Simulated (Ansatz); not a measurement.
Reactions of CH₆SeSi (`[SiH3]C[SeH]`).

Calculated with Ansatz (gas phase, PBE0-D4/def2-TZVP geometries, no zero-point term in ΔE). CCSD(T)/CBS adds triple-zeta CCSD(T) − MP2 to the extrapolated MP2 energy (def2 sets, frozen cores). This one scheme is used for every species. Elements past krypton have def2 core potentials. For Sb, Se outer-core shells are correlated without core-valence functions, which leaves a few kJ/mol of doubt a bond. Scalar relativity is left out up to krypton. One conformer a species, not always the lowest.

(1) Order these by ΔE at CCSD(T)/CBS, lowest first. (Estimate.)
A. `[SiH3]C[SeH]` + `O[SiH2]F` → `F[SiH2]OC[SeH]` + SiH₄
B. `[SiH3]C[SeH]` + `O[SiH2]O` → `O[SiH2]OC[SiH3]` + H₂Se
C. `[SiH3]C[SeH]` + `[NH2][SbH2]` → `[SiH3][NH][SbH2]` + `C[SeH]`
D. `[SiH3]C[SeH]` + `C=C=C` → `C=C=C[SeH]` + `C[SiH3]`
E. `[SiH3]C[SeH]` + `CN([SiH3])[SiH2]F` → `F[SiH2]N([SiH3])[SiH3]` + `CC[SeH]`
F. `[SiH3]C[SeH]` + CH₄ → `C[SeH]` + `C[SiH3]`

Largest T1 diagnostic: 0.013, for `[NH2][SbH2]`.

## Answers

(1) E (-1.04 eV), C (-0.61 eV), D (-0.04 eV), F (+0.07 eV), B (+0.78 eV), A (+0.90 eV).
